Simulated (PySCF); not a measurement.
**Nonlinear optical response: 2-methylhexane (CCCCC(C)C, C7H16)**

Cartesian coordinates in Å; atom numbers follow the order of the lines, from 1:
```xyz
23

C    -3.3548    0.9066   -0.2777
C    -2.2132   -0.0316   -0.6345
C    -0.8748    0.3884   -0.0414
C     0.2688   -0.5478   -0.4049
C     1.6156   -0.2274    0.2474
C     2.1471    1.1441   -0.1563
C     2.6359   -1.3155   -0.0681
H    -3.1589    1.9295   -0.6379
H    -4.3076    0.5762   -0.7187
H    -3.4965    0.9661    0.8136
H    -2.1161   -0.0977   -1.7328
H    -2.4540   -1.0553   -0.2966
H    -0.6444    1.4155   -0.3740
H    -0.9654    0.4442    1.0594
H     0.3987   -0.5589   -1.5038
H    -0.0171   -1.5790   -0.1301
H     1.4578   -0.2194    1.3429
H     2.2749    1.2065   -1.2505
H     3.1284    1.3401    0.3034
H     1.4724    1.9580    0.1479
H     3.5972   -1.1257    0.4345
H     2.2793   -2.3077    0.2499
H     2.8326   -1.3653   -1.1524
```

Theory: PySCF, quadratic response CAM-B3LYP/aug-cc-pVDZ first hyperpolarisability, Taylor convention, gas phase. Geometry: PBE0-D3(BJ)/def2-SVP.

(1) Give β for the processes computed.

(2) Which lowest excitations, dipole and polarisabilities go with it?

Results:

(1) In au, Taylor convention; the vector part is βᵢ = ⅓ Σⱼ (βᵢⱼⱼ + βⱼᵢⱼ + βⱼⱼᵢ); β∥ is 3/5 of the vector part along the dipole, the dipole points from − to +:
| process | λ (nm) | β vector norm | β∥ | β HRS | depolarisation ratio |
| --- | --- | --- | --- | --- | --- |
| static β(0;0,0) | ∞ | 37.5 | 18.1 | 16.2 | 4.41 |
| second harmonic β(−2ω;ω,ω) | 1907 | 39.1 | 18.8 | 16.8 | 4.42 |
| Pockels β(−ω;ω,0) | 1907 | 38.0 | 18.4 | – | – |
| second harmonic β(−2ω;ω,ω) | 1064 | 42.8 | 20.3 | 18.4 | 4.44 |
| Pockels β(−ω;ω,0) | 1064 | 39.2 | 18.8 | – | – |

(2) S1 8.02 eV (f = 0.004); S2 8.15 eV (f = 0.008); S3 8.23 eV (f = 0.000); dipole 0.10 D; isotropic α 90.3 au static, 90.5 au at 1907 nm, 90.9 au at 1064 nm, 91.1 au at 953.5 nm, 92.9 au at 532 nm.
